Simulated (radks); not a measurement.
Species: Ce4+. Configuration: [Xe].

All-electron calculation, non-relativistic Kohn-Sham, TPSS, spin-polarised, spherical densities, point nucleus; meta-GGA in the generalised Kohn-Sham scheme; relativity is left out, which matters for an element this heavy. Program: a radial shooting solver on a logarithmic mesh with Libxc functionals.

Energy parts (hartree):
total: -8566.5338
kinetic: 8563.8182
electron-nucleus: -20190.6689
Hartree: 3261.2385
exchange-correlation: -200.9215

Orbitals (lengths in bohr, moments of r in powers of bohr; <r^-3> diverges for s and p1/2; r(max) is where P^2 peaks):
| orbital | occ. | eigenvalue (hartree) | <1/r> | <r^2> | <r^-3> | r(max) |
|---|---|---|---|---|---|---|
| 1s | 2 | -1410.360 | 57.48 | 0.0009159 | - | 0.01735 |
| 2s | 2 | -220.7038 | 13.27 | 0.01474 | - | 0.09539 |
| 2p | 6 | -208.7262 | 13.29 | 0.01102 | 6527 | 0.07446 |
| 3s | 2 | -48.90430 | 4.928 | 0.09797 | - | 0.2685 |
| 3p | 6 | -43.72756 | 4.856 | 0.09279 | 1276 | 0.2555 |
| 3d | 10 | -34.12601 | 4.735 | 0.07609 | 212.5 | 0.2064 |
| 4s | 2 | -11.16443 | 2.088 | 0.4978 | - | 0.6199 |
| 4p | 6 | -9.22261 | 1.996 | 0.5312 | 275.7 | 0.6296 |
| 4d | 10 | -5.82356 | 1.798 | 0.6220 | 38.54 | 0.6471 |
| 4f | 0 | -1.86980 | 1.356 | 1.068 | 5.356 | 0.6644 |
| 5s | 2 | -2.76382 | 0.8619 | 2.589 | - | 1.404 |
| 5p | 6 | -2.19694 | 0.7838 | 3.095 | 46.87 | 1.510 |
| 6s | 0 | -1.03300 | 0.4010 | 11.43 | - | 3.078 |

The highest occupied level is 5p at -59.782 eV. Virial ratio -V/T = 2.00032. The electron density at the nucleus is 1.384e+05 e/bohr^3. The density falls to 0.001 e/bohr^3 at r = 3.33 bohr.
